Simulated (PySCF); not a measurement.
silacyclobutane (C3H8Si), SMILES C1C[SiH2]C1. The structure is a stationary point at PBE-D3(BJ)/def2-SVP.

Computed with PBE-D3(BJ)/def2-SVP in PySCF 2.14.0.

Harmonic wavenumbers (cm⁻¹): 153, 394, 489, 525, 626, 653, 715, 781, 803, 870, 901, 925, 944, 953, 1036, 1106, 1167, 1196, 1242, 1361, 1381, 1416, 2138, 2153, 2968, 3000, 3000, 3023, 3075, 3075. Rotational constants (GHz): 8.738, 6.112, 4.155; symmetry number 1.

Q: Work out the zero-point energy and the ideal-gas rigid-rotor harmonic-oscillator thermochemistry at 298.15 K and 1 atm.

A: ZPE = ½ Σ hcν = ½ × 42068 cm⁻¹ = 251.62 kJ/mol. H − E(el) = 267.64 kJ/mol. Entropy in J/(mol K): translation 162.11, rotation 103.70, vibration 30.85, total 296.67. G − E(el) = 179.19 kJ/mol. Cp = 91.16 J/(mol K).
